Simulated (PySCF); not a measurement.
C$_{2}$H$_{6}$Cl$_{2}$Si, charge -1, doublet, geometry from GFN2-xTB (a state made from the parent by changing its charge; the spin is typed, not shown lowest) (in this run its highest filled SCF level lies above zero, so its values depend strongly on the basis, on diffuse functions most of all); PySCF with BLYP/STO-3G.

PySCF was given this input:
```python
from pyscf import gto, scf, dft

mol = gto.M(
    atom='''
C     1.426503   -1.097659   -0.303157
Si    0.012137    0.165091   -0.031653
C    -1.563882   -0.702178    0.626223
Cl    0.763054    0.791788    2.132207
Cl   -0.694527    0.100648   -2.290706
H     1.114208   -1.878587   -0.992805
H     2.307286   -0.620121   -0.724039
H     1.717031   -1.556742    0.638562
H    -2.371764    0.008473    0.778866
H    -1.912416   -1.451103   -0.081068
H    -1.364969   -1.185582    1.579703
''',
    basis='sto-3g',
    charge=-1,
    spin=1,
    verbose=4,
)

mf = dft.UKS(mol)
mf.xc = 'blyp'
mf.kernel()
```

It wrote (shortened):

```
PySCF version 2.14.0

[INPUT] verbose = 4
[INPUT] num. atoms = 11
[INPUT] num. electrons = 67
[INPUT] charge = -1
[INPUT] spin (= nelec alpha-beta = 2S) = 1
[INPUT] symmetry False subgroup None
[INPUT] Mole.unit = angstrom
[INPUT] Symbol           X                Y                Z      unit          X                Y                Z       unit  Magmom
[INPUT]  1 C      1.426503000000  -1.097659000000  -0.303157000000 AA    2.695699985870  -2.074274888164  -0.572883702745 Bohr   0.0
[INPUT]  2 Si     0.012137000000   0.165091000000  -0.031653000000 AA    0.022935605974   0.311976775631  -0.059815501021 Bohr   0.0
[INPUT]  3 C     -1.563882000000  -0.702178000000   0.626223000000 AA   -2.955308671137  -1.326924110695   1.183389962904 Bohr   0.0
[INPUT]  4 Cl     0.763054000000   0.791788000000   2.132207000000 AA    1.441963078254   1.496262468717   4.029287270880 Bohr   0.0
[INPUT]  5 Cl    -0.694527000000   0.100648000000  -2.290706000000 AA   -1.312465816116   0.190197154985  -4.328806971898 Bohr   0.0
[INPUT]  6 H      1.114208000000  -1.878587000000  -0.992805000000 AA    2.105547965799  -3.550014931168  -1.876129545099 Bohr   0.0
[INPUT]  7 H      2.307286000000  -0.620121000000  -0.724039000000 AA    4.360138631043  -1.171858854091  -1.368235413504 Bohr   0.0
[INPUT]  8 H      1.717031000000  -1.556742000000   0.638562000000 AA    3.244718337388  -2.941816026608   1.206707293555 Bohr   0.0
[INPUT]  9 H     -2.371764000000   0.008473000000   0.778866000000 AA   -4.481984392103   0.016011649453   1.471843427735 Bohr   0.0
[INPUT] 10 H     -1.912416000000  -1.451103000000  -0.081068000000 AA   -3.613942476236  -2.742187248535  -0.153196317466 Bohr   0.0
[INPUT] 11 H     -1.364969000000  -1.185582000000   1.579703000000 AA   -2.579417578521  -2.240425278214   2.985206028154 Bohr   0.0

nuclear repulsion = 334.397652001598
number of shells = 27
number of NR pGTOs = 129
number of NR cGTOs = 43
basis = sto-3g
ecp = {}

******** <class 'pyscf.dft.uks.UKS'> ********
method = UKS
initial guess = minao
damping factor = 0
level_shift factor = 0
DIIS = <class 'pyscf.scf.diis.CDIIS'>
diis_start_cycle = 1
diis_space = 8
diis_damp = 0
SCF conv_tol = 1e-09
SCF conv_tol_grad = None
SCF max_cycles = 50
direct_scf = True
direct_scf_tol = 1e-13
number electrons alpha = 34  beta = 33
XC library pyscf.dft.libxc version 7.1.2
    S. Lehtola, C. Steigemann, M. J. T. Oliveira, and M. A. L. Marques,  SoftwareX 7, 1–5 (2018)
XC functionals = blyp
    A. D. Becke,  Phys. Rev. A 38, 3098 (1988)
    C. Lee, W. Yang, and R. G. Parr,  Phys. Rev. B 37, 785 (1988)
    B. Miehlich, A. Savin, H. Stoll, and H. Preuss,  Chem. Phys. Lett. 157, 200 (1989)
radial grids:
    Treutler-Ahlrichs [JCP 102, 346 (1995); DOI:10.1063/1.469408] (M4) radial grids

becke partition: Becke, JCP 88, 2547 (1988); DOI:10.1063/1.454033
pruning grids: <function nwchem_prune>
grids dens level: 3
symmetrized grids: False
atomic radii adjust function: <function treutler_atomic_radii_adjust>
small_rho_cutoff = 0
Set gradient conv threshold to 3.16228e-05
tot grids = 144024
init E= -1274.41614382249

cycle= 1 E= -1275.12669833029  delta_E= -0.711  |g|= 0.299  |ddm|= 2.74
cycle= 2 E= -1275.0853890849  delta_E= 0.0413  |g|= 0.386  |ddm|= 1.41
cycle= 3 E= -1275.21360135303  delta_E= -0.128  |g|= 0.0336  |ddm|= 0.804
cycle= 4 E= -1275.21460834667  delta_E= -0.00101  |g|= 0.0109  |ddm|= 0.0872
cycle= 5 E= -1275.21470679796  delta_E= -9.85e-05  |g|= 0.00307  |ddm|= 0.032
cycle= 6 E= -1275.21471732046  delta_E= -1.05e-05  |g|= 0.000214  |ddm|= 0.00914
cycle= 7 E= -1275.21471738917  delta_E= -6.87e-08  |g|= 4.42e-05  |ddm|= 0.000692
cycle= 8 E= -1275.21471739166  delta_E= -2.5e-09  |g|= 2.36e-05  |ddm|= 0.000212
cycle= 9 E= -1275.21471739253  delta_E= -8.68e-10  |g|= 7.12e-06  |ddm|= 0.000113
Extra cycle  E= -1275.21471739253  delta_E= 4.55e-13  |g|= 7.09e-06  |ddm|= 5.37e-05
converged SCF energy = -1275.21471739253  <S^2> = 0.75050672  2S+1 = 2.0005067
```
